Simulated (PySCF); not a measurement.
The vertical singlet excitations below were computed for one of the candidates. Level of theory: TDDFT CAM-B3LYP/def2-SVPD, vertical, gas phase, core orbitals frozen in the response in PySCF. Geometries: PBE0-D3(BJ)/def2-SVP, one conformer each.

```csv
state,E (eV),f,"main configurations (H = HOMO, L = LUMO)"
S1,5.87,0.0006,"H→L (66%), H→L+1 (22%)"
S2,7.84,0.010,"H→L+1 (52%), H→L (19%), H-1→L (14%)"
S3,8.13,0.0067,"H-1→L+1 (48%), H-1→L (25%)"
S4,8.24,0.100,"H-1→L (37%), H-1→L+1 (20%), H→L+1 (9%)"
S5,8.27,0.0050,"H-4→L (30%), H-8→L (12%), H-7→L (12%)"
S6,8.41,0.031,"H-4→L+1 (55%), H-4→L (13%), H-3→L+1 (8%)"
S7,8.49,0.023,"H-2→L (67%), H-2→L+1 (11%), H-3→L (9%)"
S8,8.67,0.056,"H→L+2 (37%), H-3→L (26%)"
S9,8.81,0.022,"H-3→L (39%), H→L+2 (27%), H-2→L (8%)"
S10,9.06,0.043,"H-1→L+2 (62%), H-5→L+1 (10%)"
```

Triplets computed (Tamm–Dancoff): 5.36, 6.20, 7.68, 7.73 eV.

Task: Which structure fits? All have the formula C4H8F2O2Si.
A. `FC[C@@H]1O[SiH2]O[C@H]1CF`
B. `FCC(CF)C(O[SiH3])=O`
C. `FC[C@@H]1O[SiH2]O[C@@H]1CF`

Result: B. Its S1, at 5.87 eV, is the lowest among the candidates; the nearest of the others has S1 at 7.16 eV. S1 is HOMO→LUMO (66%), HOMO→LUMO+1 (22%). Löwdin shares by element: HOMO oxygen 72%, carbon 16% or more; LUMO oxygen 30%, carbon 26% or more, silicon 9% (atoms not listed hold the other 36%). At the same level the other candidates give, for their lowest levels:
- `FC[C@@H]1O[SiH2]O[C@H]1CF`: 7.16 eV (f 0.001); 7.59 eV (f 0.005); 8.04 eV (f 0.007); 8.10 eV (f 0.008); 8.49 eV (f 0.026); T1 6.75 eV; HOMO -9.81, LUMO 0.94 eV
- `FC[C@@H]1O[SiH2]O[C@@H]1CF`: 7.17 eV (f 0.002); 7.52 eV (f 0.002); 7.86 eV (f 0.019); 8.02 eV (f 0.024); 8.39 eV (f 0.013); T1 6.76 eV; HOMO -9.74, LUMO 0.98 eV

The values belong to the conformer `[O:1]=[C:2]([O:3][SiH3:4])[CH:5]([CH2:6][F:7])[CH2:8][F:9]`: O1–C2–O3–Si4 -1°, O1–C2–C5–C6 7°, C2–C5–C6–F7 -175°, C2–C5–C8–F9 -59°.

Without π bonds the low states are Rydberg-like; a valence basis with one diffuse set may place them up to an eV too high.
